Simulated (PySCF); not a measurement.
## How methods differ on the excitation energy of As

As [Ar] 3d10 4s2 4p3 (4S) → As [Ar] 3d10 4s1 4p4 (4P), as a difference of total energies. Calculation: PySCF 2.14, in def2-QZVPPD; no relativity, point nucleus. Correlated levels: valence: [Ar] 3d10 frozen; valence and next inner shell: [Ne] frozen. The calculations carry no spin-orbit coupling.

```tsv
method	excitation energy (cm⁻¹)
UHF	65717
LDA	70504
PBE	69414
PBE0	69019
r2SCAN	66980
wB97X-V	69911
PBEsol	69184
BP86	68876
LC-wPBE	69982
MP2 (valence)	66651
SCS-MP2 (valence)	66839
MP2 (valence and next inner shell)	69238
SCS-MP2 (valence and next inner shell)	68920
```

A first-order spin-orbit estimate (lowest level to lowest level, LS coupling) adds -0.084 eV.
